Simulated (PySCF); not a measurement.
**ErCl3(H2O) relaxed at several levels**

Computed with PySCF 2.14.0, def2-SVP on the ligands, density fitting, scalar-relativistic core potentials, no spin-orbit coupling, vacuum. Each row is relaxed at its own level from the same template. Distances are means of the shortest metal–ligand contacts, charges and spins Mulliken's; removal energies are rigid, with the ligand's formal charge and no counterpoise, so too large; for an anion taken off a cation in vacuum most of it is the attraction of opposite charges, and multiply charged cations can part far more cheaply with an electron moved from ligand to metal. lcecp potentials hold a fixed number of 4f electrons in the core, out of states, spins and gaps.

| level | basis on the metal | point group | M–Cl (Å) | M–H2O (Å) | charge on M (e) | dipole (D) | removal of one Cl (eV) | strongest infrared band, degenerate modes summed (cm⁻¹) | unstable modes (below −25 cm⁻¹) |
| --- | --- | --- | --- | --- | --- | --- | --- | --- | --- |
| B3LYP | lcecp-1-SVP with ECP57 | Cs | 2.477 | 2.345 | 0.76 | 6.15 | 9.14 | 241 | 0 (lowest -13 cm⁻¹, within noise) |

**Question.** What does the calculation give for PBE0, lcecp-1-SVP with ECP57?

**Answer.** point group: C1, M–Cl (Å): 2.463, M–H2O (Å): 2.332, charge on M (e): 0.84, dipole (D): 5.87, removal of one Cl (eV): 9.15, unstable modes (below −25 cm⁻¹): not given.
```xyz
7

Er    0.0153   -0.0300    0.0229
Cl    1.1002    1.8946    1.1226
Cl   -1.6342   -1.3295    1.3006
Cl    1.1258   -1.1729   -1.8566
O    -1.2892    1.4026   -1.2752
H    -1.2587    2.3620   -1.1574
H    -1.6847    1.2208   -2.1378
```

Members with unstable modes aren't minima as they stand: saddle points kept by symmetry or, where the modes are soft, flat surfaces and noise. Moved off a saddle point of the template and relaxed again: PBE0. One start shape was tried for each, so a minimum needn't be the lowest isomer.
